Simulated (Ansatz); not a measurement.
C$_{2}$H$_{7}$AlBClO, relaxed with RKS PBE0-D4/def2-TZVP in Ansatz from a PBE-D4/def2-SVP geometry. The force threshold is 0.005 eV/Å; the program also tests the step.

Total charge 0; spin multiplicity 1. The bonds changed during the relaxation, so this is another structure than the one it started from.

Start:

```xyz
13

C     1.040   -1.024   -1.348
Al   -0.463    0.231   -1.276
C    -1.092    0.820    0.540
Cl    0.190    2.182    0.157
B    -0.647   -0.077    1.718
O     0.601   -0.073    2.260
H     1.550   -1.111   -0.366
H     1.795   -0.730   -2.108
H     0.687   -2.042   -1.626
H    -1.292    0.770   -2.530
H    -2.077    1.319    0.571
H    -1.434   -0.914    2.135
H     1.141    0.648    1.872
```

Task: How much energy does the relaxation release, and in how many steps? (Best estimate.)

Result: Computed: 1.41 kcal/mol, in 9 steps.

Task: Which bonds change most? (Estimate.)

Result: Computed: Al2–Cl4 from 2.507 to 2.452 Å; C3–Cl4 from 1.909 to 1.862 Å; B5–H12 from 1.222 to 1.200 Å; Al2–C3 from 2.009 to 1.991 Å.

Task: Give the relaxed structure. (Best estimate.)

Result: Ansatz gave: 
```xyz
13

C     1.045   -1.025   -1.382
Al   -0.446    0.220   -1.264
C    -1.059    0.806    0.537
Cl    0.172    2.142    0.127
B    -0.657   -0.056    1.741
O     0.561   -0.040    2.329
H     1.577   -1.129   -0.433
H     1.767   -0.717   -2.144
H     0.689   -2.020   -1.668
H    -1.293    0.751   -2.492
H    -2.038    1.281    0.539
H    -1.455   -0.856    2.144
H     1.138    0.642    1.967
```
